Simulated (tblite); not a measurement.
C5H6F3Si (doublet state).
Numbering: `[CH3:1][C:2]#[C:3][Si:4]([CH2:5][F:6])[CH:7]([F:8])[F:9]` (hydrogens: H10, H11, H12 on C1; H13, H14 on C5; H15 on C7)

Geometry (GFN2-xTB, Å), atoms numbered from 1 in this order:
```
atom  x, y, z in Å
C1     3.395   -0.202    0.051
C2     1.977   -0.008    0.214
C3     0.776    0.109    0.318
Si4   -0.991    0.477    0.604
C5    -1.875    1.397   -0.836
F6    -1.352    2.661   -1.001
C7    -1.909   -1.230    0.791
F8    -3.191   -1.053    1.218
F9    -2.008   -1.843   -0.428
H10    3.931    0.267    0.877
H11    3.723    0.249   -0.885
H12    3.628   -1.266    0.035
H13   -2.948    1.521   -0.664
H14   -1.727    0.874   -1.788
H15   -1.433   -1.946    1.472
```

All values are computed: GFN2-xTB (tblite) harmonic vibrations without scaling, gas phase. The method is semi-empirical: single wavenumbers can be off by several per cent or more. One conformer, not necessarily the lowest. Open shells enter through the occupations alone, without spin polarisation, and single modes of such species can be off by tens of per cent. The optimisation stopped once no atom felt more than 0.01 eV/Å.

Lowest wavenumbers of the output (negative numbers stand for imaginary wavenumbers):
```
mode    cm-1
  1     -26.6
  2      25.0
  3      41.6
  4      59.4
  5      81.9
  6      87.8
  7     177.4
  8     195.3
```

Q: Is this structure a minimum?

A: Not by this Hessian. 1 mode is imaginary beyond 20i (27i cm⁻¹), so at this level the point lies at or near a first-order saddle. The curvature is small, so loose convergence or finite differences may be the whole cause.

Q: Which atoms move in the imaginary mode?

A: 27i: H11 (hydrogen on carbon) 33 %, H12 (hydrogen on carbon) 33 %, H10 (hydrogen on carbon) 33 %. These are shares of the mass-weighted motion.

Q: What is the remedy?

A: Step along that mode in both directions, optimise again with tighter thresholds and repeat the frequencies. The zero-point energy of this point (60.3 kcal/mol) counts the 38 real modes alone, and thermal corrections from it aren't those of a minimum.
